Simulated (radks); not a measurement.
Problem. Species: Sm2+. Configuration: [Xe] 4f6. Calculated with a radial shooting solver on a logarithmic mesh with Libxc functionals: scalar-relativistic Kohn-Sham, PBE, spin-polarised, spherical densities, point nucleus; open shells are filled with parallel spins first (spin-orbit coupling, left out, can overturn this in heavy ions). Some entries of the table are withheld. Estimate them.

| orbital | occ. | eigenvalue (hartree) | r(max) (bohr) |
|---|---|---|---|
| 1s down | 1 | -1715.925 | 0.01449 |
| 1s up | 1 | -1715.925 | 0.01449 |
| 2s up | 1 | -280.7747 | 0.08214 |
| 2s down | 1 | -280.7739 | 0.08214 |
| 2p up | 3 | -250.4947 | 0.06635 |
| 2p down | 3 | -250.4941 | 0.06635 |
| 3s up | 1 | -61.89591 | 0.2337 |
| 3s down | 1 | -61.82804 | 0.2336 |
| 3p up | 3 | -52.43147 | 0.2291 |
| 3p down | 3 | -52.36395 | 0.2290 |
| 3d up | 5 | -39.61820 | 0.1878 |
| 3d down | 5 | -39.56631 | 0.1877 |
| 4s up | 1 | -12.73759 | 0.5395 |
| 4s down | 1 | -12.56602 | 0.5393 |
| 4p up | 3 | -9.62946 | 0.5632 |
| 4p down | 3 | -9.45769 | 0.5628 |
| 4d up | 5 | -5.27067 | 0.5879 |
| 4d down | 5 | -5.09888 | 0.5873 |
| 5s up | 1 | (1) | (2) |
| 5s down | 1 | (3) | (4) |
| 5p up | 3 | -1.36936 | 1.426 |
| 5p down | 3 | -1.29350 | 1.449 |
| 4f up | 6 | -0.62502 | (5) |
| 4f down | 0 | -0.47670 | (6) |

Solution. 
(1) 5s up eigenvalue (hartree): -2.11701
(2) 5s up r(max) (bohr): 1.257
(3) 5s down eigenvalue (hartree): -2.01616
(4) 5s down r(max) (bohr): 1.271
(5) 4f up r(max) (bohr): 0.6140
(6) 4f down r(max) (bohr): 0.6166
